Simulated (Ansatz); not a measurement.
A nudged elastic band was laid between two geometries of H6InN (8 atoms, charge 0, multiplicity 1).

The calculation used RKS r2SCAN/def2-mTZVP (Ansatz 0.2.0).

```json
{"movable images": "5", "climbing image": "yes", "spring": "5.0 eV/Å²", "optimiser": "quadratic models (default)", "start path": "through a guess of the saddle point", "force threshold": "0.5 eV/Å", "iteration limit": "60", "end points": "relaxed"}
```

Image 0:

```xyz
8
Properties=species:S:1:pos:R:3
N -0.528 0.145 -0.984
In 0.617 -0.179 1.088
H 0.063 -0.080 -1.780
H -1.357 -0.441 -1.048
H -0.831 1.110 -1.096
H -0.703 0.312 2.113
H 0.928 -1.879 0.875
H 1.903 0.954 0.777
```

Image 6:

```xyz
8
Properties=species:S:1:pos:R:3
N -0.528 0.145 -0.984
In 0.616 -0.177 1.089
H -1.171 -0.618 -1.179
H -1.071 1.005 -0.983
H 0.123 0.199 -1.763
H -0.805 -0.187 2.098
H 1.353 -1.697 0.662
H 1.576 1.274 1.005
```

(1) Which bonds break or form, and what moves?

(2) Give the energies along the band, and the barrier.

(3) What is the geometry of the highest image?

## Answers

(1) No bond is made or broken. The dihedral H5–N1–In2–H7 goes from 180 to -61°. The two ends are copies of one structure, up to a mirror image or an exchange of like atoms.

(2) The forces met the threshold. The highest image is number 3 of 0 to 6, 0.6 kcal/mol above the ends, which have the same energy within 2 meV. The threshold of 0.5 eV/Å is loose, so the images may lie well off the minimum-energy path. The order of the stationary point at the top wasn't checked.

```csv
image,path coordinate (Å),energy (kcal/mol),dihedral H5–N1–In2–H7 (°)
0,0.00,0.0,180
1,0.51,0.1,-160
2,1.03,0.3,-140
3,1.54,0.6,-120
4,2.05,0.3,-102
5,2.57,0.2,-82
6,3.08,0.0,-61
```

(3) 
```xyz
8
Properties=species:S:1:pos:R:3
N -0.516 0.148 -0.939
In 0.618 -0.175 1.084
H -0.361 -0.652 -1.548
H -1.524 0.265 -0.854
H -0.175 0.962 -1.447
H -0.804 -0.066 2.096
H 1.211 -1.767 0.645
H 1.644 1.228 0.907
```

Run time: 77 s on 1 thread of Arm Neoverse V1 (shared host), peak memory 0.13 GiB.
